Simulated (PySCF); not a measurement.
Input of a response calculation (the driver script's job line, then coordinates in Å):

```
{"job": {"kind": "uv", "xc": "B3LYP", "basis": "def2-SVPD", "dynamic": true, "nstates": 6, "ntriplets": 0, "group": "solv-ZJBHFQKJEBGFNL-UHFFFAOYSA-N-uv", "role": "base"}, "charge": 0, "multiplicity": 1}
C      1.299558    -0.342503    -0.694917
Si    -0.230534    -0.054944     0.297938
O     -1.523832    -0.752722    -0.478643
O     -0.525612     1.571474     0.492039
O     -0.085656    -0.712373     1.817044
H      1.122105    -0.108426    -1.755506
H      2.121845     0.293519    -0.334584
H      1.617197    -1.393493    -0.623651
H     -2.117423    -1.247198     0.093768
H     -1.330476     1.885942     0.070865
H     -0.260856    -0.092310     2.530889
```

The program printed:

```
coarse grid: 9688 points
cycle   1  E = -556.4351640557  dE =  5.671e-01  |g| = 1.191e+00  |ddm| = 4.206e+00
cycle   2  E = -556.0136749720  dE =  4.215e-01  |g| = 1.895e+00  |ddm| = 3.115e+00
cycle   3  E = -556.7007945675  dE = -6.871e-01  |g| = 1.091e-01  |ddm| = 1.965e+00
cycle   4  E = -556.7029372850  dE = -2.143e-03  |g| = 5.289e-02  |ddm| = 1.904e-01
cycle   5  E = -556.7036593384  dE = -7.221e-04  |g| = 5.400e-03  |ddm| = 5.574e-02
cycle   6  E = -556.7036653785  dE = -6.040e-06  |g| = 1.757e-03  |ddm| = 1.070e-02
final grid: 88992 points
cycle   7  E = -556.7975733888  dE = -2.598e-05  |g| = 4.781e-03  |ddm| = 5.126e-02
cycle   8  E = -556.7975683706  dE =  5.018e-06  |g| = 6.947e-03  |ddm| = 1.261e-02
cycle   9  E = -556.7975787172  dE = -1.035e-05  |g| = 8.501e-04  |ddm| = 6.919e-03
cycle  10  E = -556.7975788664  dE = -1.492e-07  |g| = 1.362e-04  |ddm| = 1.023e-03
cycle  11  E = -556.7975788698  dE = -3.319e-09  |g| = 6.270e-05  |ddm| = 2.185e-04
cycle  12  E = -556.7975788707  dE = -9.159e-10  |g| = 1.259e-05  |ddm| = 9.117e-05
converged SCF energy = -556.7975788707

Static polarisability (au): isotropic 49.394, principal 47.494 47.723 52.965

Singlet excitations
state   eV       nm        f      main configurations
  1   7.1650    173.0   0.09267   H->L 0.98
  2   7.5531    164.2   0.03273   H-1->L 0.96
  3   7.6805    161.4   0.03594   H-2->L 0.95
  4   8.3659    148.2   0.02614   H->L+1 0.88
  5   8.3906    147.8   0.02605   H->L+2 0.87
  6   8.6452    143.4   0.00092   H->L+3 0.32, H-1->L+1 0.24, H-1->L+2 0.18
```

Method used: TDDFT B3LYP/def2-SVPD, vertical, gas phase, core orbitals frozen in the response (PySCF 2.14.0, density-fitted response routines). Isolated species at its PBE0-D3(BJ)/def2-SVP geometry (one conformer only).

Problem. What transition dipole goes with state 1?

Solution. |μ|² = 3f / (2ΔE) = 3 × 0.0927 / (2 × 0.2633) = 0.528 au, so |μ| = 1.85 D.

Problem. What is the total energy of state 1 at this geometry?

Solution. -556.79758 + 0.26331 = -556.53427 hartree.

Problem. Which orbital energies lie behind H and L?

Solution. HOMO -8.49 eV and LUMO -0.42 eV, a gap of 8.07 eV; state 1 differs from that by -0.91 eV.

Problem. Give the mean polarisability in Å³.

Solution. 49.39 au × 0.148185 = 7.32 Å³.

Problem. How many basis functions and electrons does this run hold?

Solution. 161 basis functions for 50 electrons in 25 doubly occupied orbitals.

Problem. Which species is it?

Solution. `C[Si](O)(O)O` (CH6O3Si).

The SCF starts on a coarse grid; the energy jumps when the final grid takes over, and dE counts afresh there. H and L stand for HOMO and LUMO.

The run took about 22 s of CPU time (one thread, shared machine).

The values belong to the conformer `[CH3:1][Si:2]([OH:3])([OH:4])[OH:5]`: H–O3–Si2–C1 136°, H–O4–Si2–C1 115°, H–O5–Si2–C1 126°.
